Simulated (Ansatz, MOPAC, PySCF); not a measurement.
Complex: HCl (SMILES Cl) (first 2 atoms) with CH4 (SMILES C); geometry from B3LYP-D3(BJ)/def2-TZVP, rigid monomers moved along the line of their centres of mass till H2···C3 is 3.52 Å.
(charge 0, multiplicity 1):
```xyz
7

Cl    -0.4127    -0.3469    -0.4821
H     -0.2910    -0.2431     0.7911
C      0.0541     0.0558     4.2860
H     -0.8763     0.5316     3.9759
H      0.1552     0.1470     5.3662
H      0.0386    -1.0009     4.0194
H      0.9010     0.5478     3.8077
```

Monomers are frozen at their geometry in the pair; levels with a basis set take the counterpoise correction. Rows marked so take none.

Frozen-core correlation. CBS(a, b) extrapolates the correlation energy as X⁻³ and adds the Hartree–Fock energy of set b. Rows in 6-31G* carry no dispersion term and start afresh at each structure (6-31G* with six Cartesian d functions). MP2/6-31G* freezes PySCF's default core. The state that AM1 reach isn't checked.

Run with Ansatz (Gaussian basis) for Hartree–Fock, density functionals and correlated methods; MOPAC for AM1 (differences of heats of formation); PySCF for 6-31G* rows. 

| level | interaction energy (kcal/mol) |
|---|---|
| AM1 | -0.06 |
| M06-2X/6-31G* (no counterpoise) | -0.48 |
| wB97X-V/def2-TZVPPD | -0.44 |
| MP2/6-31G* | ___ |
| MP2/6-31G* (no counterpoise) | -0.38 |
| MP2/aug-cc-pV(T+d)Z | -0.48 |
| MP2/CBS(aug-cc-pV(D+d)Z, aug-cc-pV(T+d)Z) | -0.49 |
| CCSD/aug-cc-pV(D+d)Z | -0.38 |
| CCSD(T)/CBS(aug-cc-pV(D+d)Z, aug-cc-pV(T+d)Z) | -0.47 |

Complete the blanks.


- MP2/6-31G*, interaction energy (kcal/mol): -0.31

Ansatz is a program for electronic structure.
